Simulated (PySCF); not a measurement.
RbI, SMILES [Rb][I].

Coordinates come from a B3LYP-D3(BJ)/def2-TZVPD optimisation. The def2 effective core potentials stand for the cores of I, Rb; spin–orbit coupling is left out.

Level of theory: PySCF with M06-2X/def2-TZVPD.

The molecule is in vacuum.

* **total energy**: -321.75757 hartree
* **point group**: C∞v
* **highest occupied level**: -6.38 eV
* **lowest empty level**: -1.50 eV
* **orbital gap**: 4.88 eV
* **dipole moment**: 12.05 D
* **quadrupole, principal values (traceless, Buckingham form, about the centre of nuclear charge)**: -6.09, -6.09, 12.19 D·Å
* **mean static polarisability**: 68.0 bohr³ (10.08 Å³)
* **polarisability, principal values**: 61.2, 61.2, 81.8 bohr³
